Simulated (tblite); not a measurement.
A tight-binding relaxation on `BC[C@@H](C)C[C@H](C)CC`.

Computed with GFN2-xTB geometry optimisation, gas phase (tblite 0.8.0). Start geometry: from a force field or distance geometry. The input is one job of a driver script: a line of settings, then coordinates in Å.

Command:
```bash
OMP_NUM_THREADS=1 python probes_run.py task.json out
```

Input:
```
{"job": {"kind": "relax", "xc": "GFN2-xTB", "basis": "xTB"}, "charge": 0, "multiplicity": 1}
B     -3.254500     0.074600     1.173100
C     -2.436200     1.141400     0.304100
C     -1.244800     0.495400    -0.458200
C     -0.744400     1.502800    -1.525300
C     -0.116900     0.069600     0.515400
C      1.112800    -0.601000    -0.159600
C      0.714700    -1.838200    -0.975700
C      2.175000    -1.004800     0.908100
C      2.836700     0.184000     1.590300
H     -4.411300    -0.104700     0.945500
H     -2.770000    -0.476200     2.091000
H     -3.151900     1.592500    -0.399100
H     -2.068300     1.941800     0.997300
H     -1.641300    -0.393200    -1.000800
H     -0.018400     1.019000    -2.196000
H     -0.265600     2.371700    -1.017200
H     -1.581700     1.859100    -2.146000
H     -0.525900    -0.640800     1.261300
H      0.215900     0.980600     1.062800
H      1.609000     0.121000    -0.843800
H      0.123400    -2.540500    -0.341700
H      0.114100    -1.550000    -1.858300
H      1.621000    -2.360100    -1.340200
H      1.697300    -1.669800     1.673700
H      2.977900    -1.591200     0.416300
H      2.111800     0.695000     2.278200
H      3.210100     0.914600     0.835900
H      3.690600    -0.165300     2.200800
```

Output:
```
step      E/eV     max force
  0    -762.99744    1.049
  1    -763.11526    0.526
  2    -763.18228    0.453
  3    -763.19515    0.217
  4    -763.20219    0.178
  5    -763.20601    0.162
  6    -763.21196    0.157
  7    -763.21524    0.093
  8    -763.21709    0.075
  9    -763.21805    0.058
... (89 lines left out)
 99    -763.32249    0.017
100    -763.32258    0.018
101    -763.32266    0.015
102    -763.32274    0.015
103    -763.32281    0.015
104    -763.32287    0.016
105    -763.32293    0.015
106    -763.32299    0.015
107    -763.32303    0.012
108    -763.32305    0.010
```

«max force» is the largest atomic force in eV/Å.

From which step on does the largest force stay under 0.1 eV/Å, and how much energy is left to gain from there?

From step 74 (0.089 eV/Å), 13.1 meV above the end.

Main results: energy lowered by 7.5 kcal/mol over 108 steps; largest atomic force 0.010 eV/Å at the end.

Hardware: one thread of an Arm Neoverse N1, no GPU (shared host). Cost: 1.7 s of wall time.
Labels such as C1 count atoms from 1, the log's own numbers from 0.
